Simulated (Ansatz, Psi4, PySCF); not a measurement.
ethylene (C$_{2}$H$_{4}$), singlet, geometry from GFN2-xTB. Base run: CAMB3LYP/aug-cc-pVDZ (PySCF).

Here is a job for PySCF.
```python
from pyscf import gto, scf, dft

mol = gto.Mole()
mol.atom = '''
    C    -0.013287   -0.006567    0.658005
    C     0.013287    0.006567   -0.658005
    H    -0.020896    0.901691    1.238223
    H    -0.028738   -0.926221    1.219823
    H     0.028738    0.926221   -1.219823
    H     0.020896   -0.901691   -1.238223
'''
mol.basis = 'aug-cc-pvdz'
mol.charge = 0
mol.spin = 0
mol.verbose = 4
mol.build()

mf = dft.RKS(mol)
mf.xc = 'camb3lyp'
mf.kernel()
```

The same geometry, method and basis name were run in Ansatz (a first-principles code) and Psi4 and PySCF, at each program's defaults and at the settings that a row names. The base is PySCF at its defaults. Differences at the defaults can come from grids, fitting, cores and function types together.

| code and settings | ΔE vs base (mEh) | basis functions | E (Eh) | SCF cycles |
|---|---|---|---|---|
| PySCF, defaults (exact integrals, its default grid, spherical functions) | 0.000 | 82 | -78.54132 | 7 |
| Psi4, defaults (density fitting with its default set, its default grid, spherical functions) | -0.010 | 82 | -78.54133 | 6 |
| Ansatz, defaults (factorised integrals, its default grid, spherical functions) | 0.000 | 82 | -78.54132 | - |
| PySCF, density fitting with def2-universal-jkfit | -0.037 | 82 | -78.54135 | 7 |
| PySCF, fine grid | 0.000 | 82 | -78.54132 | 7 |
| Psi4, exact integrals, spherical functions, fine grid | 0.000 | 82 | -78.54132 | 8 |
| Ansatz, high accuracy | 0.000 | 82 | -78.54132 | - |
